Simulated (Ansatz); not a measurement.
A structure relaxed at PBE0-D4/def2-TZVP, charge 0, multiplicity 1:

Cartesian coordinates in Å:
```
O 1.8291 0.2812 1.6062
Si 0.3751 -0.2928 1.1457
O 0.5933 -1.6971 0.3339
N -0.3216 0.8309 0.0481
Si -0.6254 0.5546 -1.6014
Cl -1.9793 -0.9759 -1.8650
Cl -1.4353 2.2639 -2.3747
H 2.3081 -0.1956 2.2855
H -0.4962 -0.4824 2.3306
H -0.1838 -2.1979 0.0766
H -0.6215 1.7272 0.4050
H 0.5575 0.1837 -2.3906
```

(1) Give its formula and SMILES.

(2) Summarise the bond lengths by kind.

## Answers

(1) Cl2H5NO2Si2, `O[SiH](O)N[SiH](Cl)Cl`.

(2) 2 × O–Si 1.630 to 1.637 Å; 2 × H–O 0.958 to 0.960 Å; 2 × N–Si 1.700 to 1.718 Å; 2 × H–Si 1.470 to 1.483 Å; 1 × H–N 1.010 Å; 2 × Cl–Si 2.043 to 2.060 Å.

All numbers were calculated with Ansatz.
